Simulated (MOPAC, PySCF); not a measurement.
[Zn(Cl)2], neutral singlet in the gas phase. 

Cartesian coordinates (Å):
```xyz
3

Zn     0.0000     0.0000     0.0000
Cl    -0.6161    -1.5574    -1.2742
Cl     0.6161     1.5574     1.2742
```
Charge 0, spin multiplicity 1.

All levels are single points at this geometry (TPSS-D3(BJ)/def2-SVP); Pople sets use spherical d functions. Orbital energies aren't observables, and empty levels follow the basis.

| level | HOMO (eV) | LUMO (eV) | gap (eV) | dipole (D) | vertical IE, Delta-SCF (eV) |
|---|---|---|---|---|---|
| TPSSh-D3(BJ)/def2-TZVP in PySCF | -8.39 | -2.16 | 6.22 | 0.00 | – |
| B3LYP/3-21G in PySCF | -8.82 | -2.19 | 6.62 | 0.00 | – |
| B3LYP/6-311+G** (LANL2DZ on Zn) in PySCF | -8.95 | -2.38 | 6.57 | 0.00 | – |
| B3LYP/6-31G* (LANL2DZ on Zn) in PySCF | -8.85 | -2.35 | 6.50 | 0.00 | – |
| M06-2X/6-31G* (LANL2DZ on Zn) in PySCF | -10.47 | -1.44 | 9.03 | 0.00 | – |
| SVWN5/6-31G* (LANL2DZ on Zn) in PySCF | -7.91 | -3.16 | 4.75 | 0.00 | – |
| PM3 in MOPAC | -10.94 | -1.93 | 9.02 | 0.00 | – |
| PM6 in MOPAC | -11.40 | -1.50 | 9.90 | 0.00 | – |
| PM7 in MOPAC | -11.26 | 0.25 | 11.51 | 0.00 | – |
